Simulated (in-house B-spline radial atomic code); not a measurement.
## Pb5+: [Xe] 4f14 5d9

Method: Dirac-Kohn-Sham B3LYP, spherical fractional occupations, Fermi nucleus of rms radius 5.5012 fm. Calculated with an all-electron radial atomic-structure program (B-spline basis).

Effective charges: Z_r = [3n² - l(l+1)]/(2<r>) from the radius, Z_e = n√(-2ε) from the energy, and Slater's rules. Values are occupation-weighted means over j. An effective charge above Z reflects the relativistic contraction of the inner shells.

```
shell  electrons   ε (eV)  <r> (bohr)    Z_r    Z_e  Slater
   1s          2   -88115     0.01606  93.42  80.48   81.70
   2s          2   -15831     0.06692  89.67  68.22   77.85
   2p          6   -13746     0.06083  82.20  63.57   77.85
   3s          2  -3860.1      0.1739  77.61  50.53   70.75
   3p          6  -3250.4      0.1752  71.33  46.37   70.75
   3d         10  -2557.9      0.1599  65.65  41.13   60.85
   4s          2  -928.17      0.3841  62.48  33.04   54.25
   4p          6     -725      0.4081  56.35  29.20   54.25
   4d         10  -470.45      0.4309  48.74  23.52   42.85
   5s          2  -207.92      0.8531  43.96  19.55   24.35
   4f         14  -198.02      0.4535  39.69  15.26   31.45
   5p          6  -149.93      0.9654  37.81  16.60   24.35
   5d          9  -79.617       1.227  28.11  12.10   11.20
```

The least bound orbital is 5d5/2 at -78.46 eV, and it is also the most diffuse (<r> = 1.241 bohr).

Spin-orbit splittings of the orbital energies (j = l + 1/2 above j = l - 1/2 when positive): 2p 2190 eV, 3p 489.9 eV, 3d 104.1 eV, 4p 120.3 eV, 4d 22.52 eV, 4f 5.078 eV, 5p 22.96 eV, 5d 2.905 eV.

For the 1s electron the small component carries 9.78 % of the norm, the zero-frequency Breit interaction raises the level by 343.6 eV, self-energy by 223.1 eV, and vacuum polarisation lowers it by 47.6 eV.

Caution: exact exchange at fractional occupations of open shells leaves self-interaction of up to several eV.
